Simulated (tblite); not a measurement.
Compound: C4H4F4O2.
Numbering: `[F:1][CH:2]([F:3])[C@@H:4]1[O:5][C@H:6]([F:7])[O:8][C@@H:9]1[F:10]` (hydrogens: H11 on C2; H12 on C4; H13 on C6; H14 on C9)

A start from a force field or distance geometry was refined with tblite 0.8.0, GFN2-xTB geometry optimisation, gas phase. Values at the start:

| coordinate | start |
| --- | --- |
| F1–C2 | 1.361 Å |
| C2–F3 | 1.379 Å |
| C2–C4 | 1.504 Å |
| C2–H11 | 1.089 Å |
| C4–O5 | 1.423 Å |
| C4–C9 | 1.510 Å |
| C4–H12 | 1.100 Å |
| O5–C6 | 1.425 Å |
| C6–F7 | 1.354 Å |
| C6–O8 | 1.425 Å |
| C6–H13 | 1.084 Å |
| O8–C9 | 1.412 Å |
| C9–F10 | 1.360 Å |
| C9–H14 | 1.089 Å |
| F1–C2–F3 | 105.0° |
| C2–C4–O5 | 113.6° |
| C4–O5–C6 | 105.2° |
| O5–C6–F7 | 106.6° |
| O5–C6–O8 | 110.4° |
| C6–O8–C9 | 103.3° |
| F7–C6–O8 | 107.5° |
| O8–C9–F10 | 106.4° |
| C2–C4–O5–C6 | -140° |
| C2–C4–C9–O8 | 157° |
| C4–O5–C6–F7 | 114° |
| C6–O8–C9–F10 | 82° |

Question: How do these coordinates change at the GFN2-xTB level?

Answer: 
```csv
coordinate,GFN2-xTB (Å or °),change
O5–C6,1.367,-0.058
C6–O8,1.375,-0.050
C4–C9,1.554,+0.044
C2–C4,1.538,+0.034
C2–F3,1.350,-0.029
O8–C9,1.386,-0.026
C6–F7,1.375,+0.021
F1–C2,1.347,-0.014
C2–H11,1.099,+0.010
C6–H13,1.094,+0.010
C4–O5,1.417,-0.006
C4–H12,1.095,-0.005
C9–H14,1.094,+0.005
C9–F10,1.364,+0.004
O8–C9–F10,110.3,+3.9
C6–O8–C9,106.8,+3.5
O5–C6–F7,109.6,+3.0
O5–C6–O8,107.5,-2.9
C2–C4–O5,111.5,-2.1
F7–C6–O8,109.6,+2.1
C4–O5–C6,107.0,+1.8
F1–C2–F3,106.4,+1.4
C2–C4–O5–C6,-104,+36
C2–C4–C9–O8,124,-33
C4–O5–C6–F7,86,-28
C6–O8–C9–F10,96,+14
```

The energy falls by 7.7 kcal/mol over 49 L-BFGS steps, the largest force on an atom goes from 1.88 to 0.010 eV/Å, and the atoms move by 0.413 Å rms after alignment. The bond that changes most is O5–C6 (cyclic ether oxygen to sp3 carbon bearing two oxygens), which shortens by 0.058 Å. Bonds longer at the end by more than 0.005 Å: 6 of 14; shorter: 7. Among the dihedrals that turn most is H12–C4–O5–C6, from 96° to 137°. Rotational constants go from 2461, 975.1, 825.3 to 2087, 1151, 927.4 MHz.

On Arm Neoverse N1, one thread, on a shared host, this took 0.49 s wall.

Its GFN2-xTB frequencies are all real (lowest 55 cm⁻¹). The numbers are those of one conformer.

The numbers are calculated, not measured.
